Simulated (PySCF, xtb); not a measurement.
CF, SMILES F[C] (connectivity only; charge and spin as stated), charge +1, multiplicity 1.

GFN2-xTB run with xtb at its own geometry gives an orbital gap of 3.53 eV.

Geometry: PBE0-D3(BJ)/def2-TZVPD.

Q: What does HF/def2-TZVPD in PySCF give? (Estimate from the structure and the level; the computed values follow.)

A: gap 19.06 eV (levels -26.48 and -7.41 eV).
